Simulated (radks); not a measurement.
The numbers below are computed, except where a source is named.
These are the eigenvalues of the occupied orbitals of an atom or ion with whole-number occupations (hartree). Code: a radial shooting solver on a logarithmic mesh with Libxc functionals. Model: non-relativistic Kohn-Sham, r2SCAN, spin-unpolarised, spherical densities, point nucleus; meta-GGA in the generalised Kohn-Sham scheme.

1s: -153.9700
2s: -31.82924
2p: -29.99545

Which element is it, and in what charge state? The configuration may be excited.

Answer. Z = 19, potassium, charge +14: K14+ in [He] 2s2 2p1. The list shows which subshells hold electrons but not how many an open one holds; the 1s level, -153.97 hartree, gives Z - s = 17.5 by -(Z - s)^2/2, which with screening narrows Z to a few neighbours, and the depths of the outer levels then fix element, charge and occupations together.
